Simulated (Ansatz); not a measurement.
Reaction (formal hydrolysis of a B–C bond): `CC1=CC(C)=[O+][B-](C)(F)O1` + H₂O → `CC1=CC(C)=[O+][B-](O)(F)O1` + CH₄

Computed with Ansatz on PBE0-D4/def2-TZVP structures; ΔE is electronic, products minus reactants. CCSD(T)/CBS is the MP2 limit (def2-TZVPP, def2-QZVPP) plus CCSD(T) − MP2 in def2-TZVPP, frozen cores. This one scheme is used for every species. DFT in def2-TZVPP. Each species was taken in one conformer, which may not be the lowest.

```tsv
level	ΔE (kcal/mol)
BLYP	-25.8
RPA@PBE/def2-TZVPP	-23.8
```

(1) What does CCSD(T)/CBS give? (Estimate.)

Largest T1 diagnostic among the species: 0.016.

## Answers

(1) Computed: -23.6 kcal/mol. The listed levels differ from it by -2.2, -0.2 kcal/mol.

At CCSD(T), def2-SVP lies −4.7 kcal/mol from the extrapolated value and def2-TZVPP −0.9 kcal/mol. In def2-TZVPP, CCSD(T) changes the Hartree–Fock value by +4.2 kcal/mol (the triples alone add +0.4 kcal/mol) and MP2 by +4.6 kcal/mol.

CCSD(T)/CBS has its own doubt, a few kJ/mol and more with outer-core shells, so smaller differences from it don't rank the levels.
